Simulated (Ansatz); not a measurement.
Predict a relaxed structure of closo-1-SB4 (no H on S) (B₄H₄S), charge 0, singlet, at r2SCAN-D4/def2-SVP (Ansatz).


```xyz
9

B    -0.099    1.050   -0.306
B     1.018   -0.349    0.220
B    -0.417    0.027    0.957
B    -0.663   -0.718   -0.502
S     0.702   -0.045   -1.613
H    -0.271    2.219   -0.501
H     2.084   -0.733    0.608
H    -0.893    0.058    2.052
H    -1.461   -1.510   -0.914
```
Point group C3v (tolerance 0.1 Å). This is one stationary point.
